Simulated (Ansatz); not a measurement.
Cartesian coordinates in Å:
```
O -1.456 0.608 0.579
Si -0.079 0.412 1.438
F -0.132 -1.043 2.097
S 1.551 0.642 0.139
Ge 0.693 -0.397 -1.652
H -2.271 0.271 0.955
H 0.056 1.363 2.559
H -0.031 -1.674 -1.211
H 1.920 -0.733 -2.510
H -0.251 0.552 -2.395
```

The species carries charge 0 and has multiplicity 1.

(1) List the PBE0/def2-TZVPP orbital energies in eV (the Gaussian-basis code of Ansatz). (Estimate.)

Results:

(1) Ansatz gave: Occupied: -10860.53, -2422.27, -1804.34, -1358.78, -1208.61, -1208.58, -1208.58, -673.83, -523.23, -217.65, -171.51, -161.45, -161.40, -161.31, -146.43, -121.36, -121.26, -121.25, -101.14, -101.11, -101.06, -34.17, -34.13, -34.12, -34.04, -34.03, -33.25, -28.71, -20.40, -16.27, -15.46, -14.53, -12.97, -12.75, -11.81, -11.01, -10.60, -10.16, -9.79, -9.32, -8.97, -7.67. Lowest empty: -0.33, 0.37, 0.68, 0.91, 1.36, 1.85, 2.18, 2.63.
